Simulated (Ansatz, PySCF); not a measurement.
Si(F)(Me)2(SH) (C₂H₇FSSi), SMILES C[Si](C)(F)S. Atoms are numbered in the order given.

```xyz
12

C      1.5673    -0.1371    -1.2372
Si     0.1220    -0.3115    -0.0677
C     -1.2579    -1.3482    -0.7808
F      0.6538    -1.0335     1.2997
S     -0.5894     1.6056     0.6239
H      1.2668     0.3908    -2.1576
H      2.3816     0.4360    -0.7672
H      1.9568    -1.1276    -1.5263
H     -2.0709    -1.4718    -0.0486
H     -1.6806    -0.8735    -1.6820
H     -0.8876    -2.3472    -1.0660
H     -0.9738     2.0024    -0.6116
```

Geometry: TPSSh-D3(BJ)/def2-SVP. The structure was generated by enumeration, and PubChem lists no compound with its InChIKey, so it may never have been made. The values are those of a single conformer.

Two levels are set side by side: PBE-D3(BJ)/def2-SVP (Ansatz, a quantum-chemistry and plane-wave program) and TPSSh-D3(BJ)/def2-SVP (PySCF). Each level has its own optimised geometry; the coordinates shown are those of the second. Frequencies come from the Hessian of PySCF at each geometry. Differences are taken from unrounded values.

```
quantity                            TPSSh-D3(BJ)
----------------------------------  ------------
mean bond length (Å)                       1.409
bond C1–Si2 (Å)                            1.867
bond Si2–C3 (Å)                            1.867
bond Si2–F4 (Å)                            1.635
bond Si2–S5 (Å)                            2.159
bond C1–H6 (Å)                             1.103
bond C1–H7 (Å)                             1.101
bond C1–H8 (Å)                             1.103
bond C3–H9 (Å)                             1.101
bond C3–H10 (Å)                            1.103
bond C3–H11 (Å)                            1.103
bond S5–H12 (Å)                            1.353
highest harmonic wavenumber (cm⁻¹)          3136
mean harmonic wavenumber (cm⁻¹)             1257
zero-point energy (kcal/mol)               53.92
```

Question: What does PBE-D3(BJ) give, and how far is it from TPSSh-D3(BJ)? (The exact figures need the calculation; the answer reports its results.)

Answer: 
```csv
quantity,PBE-D3(BJ),PBE-D3(BJ) minus TPSSh-D3(BJ)
mean bond length (Å),1.416,0.007
bond C1–Si2 (Å),1.872,0.005
bond Si2–C3 (Å),1.872,0.005
bond Si2–F4 (Å),1.646,0.010
bond Si2–S5 (Å),2.167,0.009
bond C1–H6 (Å),1.109,0.007
bond C1–H7 (Å),1.108,0.007
bond C1–H8 (Å),1.110,0.007
bond C3–H9 (Å),1.108,0.007
bond C3–H10 (Å),1.109,0.007
bond C3–H11 (Å),1.110,0.007
bond S5–H12 (Å),1.363,0.010
highest harmonic wavenumber (cm⁻¹),3088,-48
mean harmonic wavenumber (cm⁻¹),1222,-35
zero-point energy (kcal/mol),52.41,-1.51
```

Exact exchange shortens and stiffens bonds; PBE has none. Differences between two approximate levels are no errors against the true value.
